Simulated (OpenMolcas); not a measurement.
V4+, Nb4+, Ta4+: d down the group

```yaml
Program: OpenMolcas
Method: SS-CASPT2, IPEA 0.25 Eh, imaginary shift 0.1 Eh
Basis: ANO-RCC-VTZP
Scalar_Hamiltonian: DKH2, point nucleus
Spin-orbit_coupling: state interaction with AMFI integrals over the reference wave functions, term energies averaged over their components
```

Active space for each ion: 1 electron in 5 orbitals (d); closed shells correlated by CASPT2: V4+ 3s 3p; Nb4+ 4s 4p; Ta4+ 5s 5p.

Computed levels in cm-1 above ²D_3/2:

```tsv
Level	V4+	Nb4+	Ta4+
²D_5/2	612	1848	6760
weight of ²D in the lowest level (%)	100	100	100
```

Measured, with the error of the calculation in %. Measured levels: V4+ from Sugar and Corliss, J. Phys. Chem. Ref. Data 7, 1191 (1978); Nb4+ from Moore, Atomic Energy Levels, vol. II, NSRDS-NBS 35 (1971 reprint of NBS Circular 467, 1952).

| Level | V4+ | Nb4+ |
| --- | --- | --- |
| ²D_5/2 | 625 (-2.1) | 1870 (-1.2) |

The fine-structure level ²D_5/2 changes by a factor of 11 from V4+ to Ta4+.

CASPT2 does not keep the components of a term degenerate, so their means are used; among the terms shown or strongly mixed into the levels shown the widest spread is 18 cm-1 (3d ²D, V4+). With one active electron, CASPT2 adds the correlation within the correlated inactive shells and between them and that electron, and leaves the splitting within a term as the reference gives it. Computed and measured levels are paired by configuration, term and J; levels that our copy of the source lacks, or whose pairing is in doubt (as where it misses far off the trend of its configuration), stay unpaired and out of the deviations. Only configurations of the active space appear.
